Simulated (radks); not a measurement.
Dynamic dipole polarisability and lines of the copper ion Cu17+, [Ne] 3s2. All-electron calculation, non-relativistic Kohn-Sham, LB94 model potential, spin-polarised, spherical densities, point nucleus. Program: a radial shooting solver on a logarithmic mesh with Libxc functionals. Time-dependent linear response with the Hartree and adiabatic LDA kernel, continuum included through the Sternheimer equations. Lines are the poles of the dipole polarisability below minus the highest occupied eigenvalue, found on a grid refined at the orbital gaps; the lowest seven at most are given, and weak or close lines can be missed. The first line takes the name of the lowest orbital gap if no other gap lies below it; otherwise a line is named after a gap within 0.6 % of it, if that gap stands alone.

| photon energy (eV) | alpha (bohr^3) |
|---|---|
| 0 | 0.2054 |
| 10.310 | 0.2148 |
| 72.168 | -0.1491 |
| 134.03 | -0.01983 |
| 195.88 | -0.0007603 |
| 257.74 | 0.01116 |
| 319.60 | -0.08077 |
| 381.46 | -0.003122 |
| 443.32 | -0.01152 |
| 505.18 | -0.003910 |
| 567.04 | 0.003168 |

Lines (eV, oscillator strength): 48.207 (25.72 nm, 3s-3p), f = 0.617; 312.09 (3.973 nm, 3s-4p), f = 0.529; 432.06 (2.870 nm, 3s-5p), f = 0.156; 494.37 (2.508 nm, 3s-6p), f = 0.0698; 531.01 (2.335 nm, 3s-7p), f = 0.0382; 554.42 (2.236 nm, 3s-8p), f = 0.0234; 570.27 (2.174 nm, unassigned), f = 0.0155. Higher lines, where found, are left out when the end of the mesh affects them. Those listed give 98 % of the static polarisability (sum of f/w^2). Orbital energy gaps for comparison: 3s-3p 38.187 eV; 3s-4p 312.93 eV; 3s-5p 432.42 eV; 3s-6p 494.56 eV; 3s-7p 531.13 eV.
